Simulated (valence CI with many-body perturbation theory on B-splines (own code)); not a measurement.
# E1 line list for Hg LXVIII

Method: relativistic CI+MBPT: three valence electrons over a frozen Dirac-Fock core [Ne], a basis of 11 s, 11 p, 9 d, 7 f, 5 g, 2 h, 1 i functions for each j, with the one-electron correlation potential Σ1 (screened to all orders), the two-electron term Σ2, the three-electron term Σ3, Breit, model QED; selected single and double excitations, second order for the rest (own B-spline code, finite nucleus).

The last digits are not significant, and no measured levels were compared; by estimate large intervals hold to a few tenths of a per cent, small ones and those within an open d or f shell to about a per cent.

Lines 201 to 250 of 270 in falling wavelength, among levels below 15400 × 10³ cm⁻¹, chosen from the strongest by gf and those to the six lowest levels. Wavelengths and rates use the calculated energies. Electric multipoles are in the length gauge, E1 and E2 with the static RPA response of the core. Weak lines are less certain than strong ones. Lines between different terms over intervals too small for the method are left out, as are lines whose strength nearly cancels. The highest levels of a list are the least certain.

Levels are named by their leading jj configuration (3d3/2^4 stands for four electrons in 3d with j = 3/2), which in mixed levels can hold well under half, so a name can repeat and another be missing. Letters in brackets count levels of one name in rising energy.

```
λ vac (nm)                          Upper                       Lower   A (s⁻¹)  S (a.u.) with core polarisation  S without
     1.553             (3s 3d3/2^2) J=5/2      (3s 3p1/2 3d3/2) J=5/2  3.43e+12                         3.80e-02   3.85e-02
     1.552     (3s 3p3/2 3d3/2) J=1/2 [b]  (3s 3p1/2 3p3/2) J=3/2 [b]  4.47e+10                         1.65e-04   1.67e-04
     1.547     (3s 3p3/2 3d3/2) J=3/2 [b]      (3s 3p1/2 3p3/2) J=5/2  7.02e+08                         5.13e-06   5.21e-06
     1.539     (3s 3d3/2 3d5/2) J=5/2 [b]  (3s 3p1/2 3d5/2) J=5/2 [a]  3.28e+11                         3.54e-03   3.59e-03
     1.534             (3s 3d3/2^2) J=3/2  (3s 3p1/2 3d3/2) J=3/2 [a]  5.17e+11                         3.68e-03   3.73e-03
     1.523     (3s 3p3/2 3d3/2) J=5/2 [b]      (3s 3p1/2 3p3/2) J=5/2  5.52e+11                         5.77e-03   5.85e-03
     1.509     (3s 3p3/2 3d3/2) J=3/2 [b]  (3s 3p1/2 3p3/2) J=3/2 [a]  9.21e+10                         6.25e-04   6.33e-04
     1.485     (3s 3p3/2 3d3/2) J=5/2 [b]  (3s 3p1/2 3p3/2) J=3/2 [a]  2.01e+10                         1.95e-04   1.98e-04
     1.473     (3s 3p3/2 3d3/2) J=1/2 [b]  (3s 3p1/2 3p3/2) J=3/2 [a]  5.94e+09                         1.87e-05   1.90e-05
     1.443     (3s 3p3/2 3d5/2) J=5/2 [a]  (3s 3p1/2 3p3/2) J=3/2 [b]  6.25e+10                         5.56e-04   5.64e-04
     1.421     (3s 3p3/2 3d5/2) J=3/2 [a]  (3s 3p1/2 3p3/2) J=3/2 [b]  1.35e+11                         7.65e-04   7.76e-04
     1.407     (3s 3p3/2 3d5/2) J=5/2 [a]      (3s 3p1/2 3p3/2) J=5/2  1.34e+11                         1.11e-03   1.12e-03
     1.393     (3s 3p3/2 3d5/2) J=7/2 [a]      (3s 3p1/2 3p3/2) J=5/2  1.22e+11                         1.30e-03   1.32e-03
     1.386     (3s 3p3/2 3d5/2) J=3/2 [a]      (3s 3p1/2 3p3/2) J=5/2  8.90e+08                         4.68e-06   4.76e-06
     1.382         (3s 3p1/2 3d5/2) J=3/2          (3s 3p1/2^2) J=1/2  4.02e+11                         2.09e-03   2.12e-03
     1.378         (3s 3p3/2 3d5/2) J=1/2  (3s 3p1/2 3p3/2) J=3/2 [b]  1.23e+11                         3.19e-04   3.23e-04
     1.375     (3s 3p3/2 3d5/2) J=5/2 [a]  (3s 3p1/2 3p3/2) J=3/2 [a]  2.58e+09                         1.99e-05   2.01e-05
     1.360     (3s 3p3/2 3d5/2) J=3/2 [b]  (3s 3p1/2 3p3/2) J=3/2 [b]  1.37e+08                         6.78e-07   6.86e-07
     1.359     (3s 3p3/2 3d5/2) J=7/2 [b]      (3s 3p1/2 3p3/2) J=5/2  5.41e+10                         5.36e-04   5.44e-04
     1.356     (3s 3p3/2 3d5/2) J=5/2 [b]  (3s 3p1/2 3p3/2) J=3/2 [b]  7.36e+10                         5.44e-04   5.51e-04
     1.355     (3s 3p3/2 3d5/2) J=3/2 [a]  (3s 3p1/2 3p3/2) J=3/2 [a]  5.83e+10                         2.86e-04   2.90e-04
     1.327     (3s 3p3/2 3d5/2) J=3/2 [b]      (3s 3p1/2 3p3/2) J=5/2  5.65e+10                         2.61e-04   2.64e-04
     1.324     (3s 3p3/2 3d5/2) J=5/2 [b]      (3s 3p1/2 3p3/2) J=5/2  3.23e+10                         2.22e-04   2.25e-04
     1.316         (3s 3p3/2 3d5/2) J=1/2  (3s 3p1/2 3p3/2) J=3/2 [a]  7.49e+08                         1.69e-06   1.71e-06
     1.299     (3s 3p3/2 3d5/2) J=3/2 [b]  (3s 3p1/2 3p3/2) J=3/2 [a]  2.73e+09                         1.18e-05   1.20e-05
     1.296     (3s 3p3/2 3d5/2) J=5/2 [b]  (3s 3p1/2 3p3/2) J=3/2 [a]  2.14e+10                         1.38e-04   1.40e-04
     1.107  (3p1/2 3p3/2 3d3/2) J=5/2 [a]          (3s^2 3p3/2) J=3/2  1.98e+08                         7.97e-07   8.10e-07
     1.098  (3p1/2 3p3/2 3d3/2) J=3/2 [a]          (3s^2 3p3/2) J=3/2  1.33e+06                         3.49e-09   3.60e-09
     1.095  (3p1/2 3p3/2 3d3/2) J=1/2 [a]          (3s^2 3p3/2) J=3/2  1.21e+07                         1.57e-08   1.60e-08
     1.078          (3p1/2^2 3d3/2) J=3/2          (3s^2 3p1/2) J=1/2  5.92e+08                         1.46e-06   1.49e-06
     1.074          (3p1/2 3d3/2^2) J=5/2  (3s 3p1/2 3p3/2) J=3/2 [b]  1.76e+09                         6.47e-06   6.59e-06
     1.066  (3p1/2 3p3/2 3d3/2) J=3/2 [b]          (3s^2 3p3/2) J=3/2  3.09e+07                         7.41e-08   7.73e-08
     1.065  (3p1/2 3p3/2 3d3/2) J=5/2 [b]          (3s^2 3p3/2) J=3/2  8.26e+08                         2.96e-06   3.02e-06
     1.054          (3p1/2 3d3/2^2) J=5/2      (3s 3p1/2 3p3/2) J=5/2  3.77e+08                         1.31e-06   1.32e-06
     1.040             (3s 3d3/2^2) J=3/2          (3s^2 3p3/2) J=3/2  6.54e+07                         1.45e-07   1.48e-07
     1.036          (3p1/2 3d3/2^2) J=5/2  (3s 3p1/2 3p3/2) J=3/2 [a]  1.54e+08                         5.06e-07   5.14e-07
     1.027             (3s 3d3/2^2) J=5/2          (3s^2 3p3/2) J=3/2  2.08e+09                         6.65e-06   6.75e-06
     1.009             (3s 3d3/2^2) J=1/2          (3s^2 3p3/2) J=3/2  2.59e+07                         2.62e-08   2.73e-08
    0.9919          (3p1/2 3p3/2^2) J=3/2          (3s 3p1/2^2) J=1/2  4.41e+08                         8.49e-07   8.59e-07
    0.9845  (3p1/2 3p3/2 3d5/2) J=3/2 [a]          (3s^2 3p3/2) J=3/2  7.53e+07                         1.42e-07   1.44e-07
    0.9812  (3p1/2 3p3/2 3d5/2) J=5/2 [a]          (3s^2 3p3/2) J=3/2  1.86e+07                         5.21e-08   5.25e-08
    0.9776             (3s 3p3/2^2) J=1/2          (3s^2 3p1/2) J=1/2  9.34e+09                         8.61e-06   8.72e-06
    0.9772          (3p1/2 3p3/2^2) J=1/2          (3s 3p1/2^2) J=1/2  6.71e+09                         6.18e-06   6.26e-06
    0.9717             (3s 3p3/2^2) J=3/2          (3s^2 3p1/2) J=1/2  3.20e+09                         5.79e-06   5.87e-06
    0.9713     (3s 3p3/2 3d3/2) J=3/2 [a]          (3s 3p1/2^2) J=1/2  1.74e+09                         3.14e-06   3.19e-06
    0.9696     (3s 3p3/2 3d3/2) J=1/2 [a]          (3s 3p1/2^2) J=1/2  2.93e+09                         2.64e-06   2.67e-06
    0.9693  (3p1/2 3p3/2 3d5/2) J=5/2 [b]          (3s^2 3p3/2) J=3/2  7.35e+06                         1.98e-08   2.00e-08
    0.9574  (3p1/2 3p3/2 3d5/2) J=3/2 [b]          (3s^2 3p3/2) J=3/2  1.86e+07                         3.22e-08   3.25e-08
    0.9486     (3s 3d3/2 3d5/2) J=5/2 [a]          (3s^2 3p3/2) J=3/2  1.31e+08                         3.32e-07   3.38e-07
    0.9434     (3s 3d3/2 3d5/2) J=3/2 [a]          (3s^2 3p3/2) J=3/2  2.21e+06                         3.67e-09   3.63e-09
```
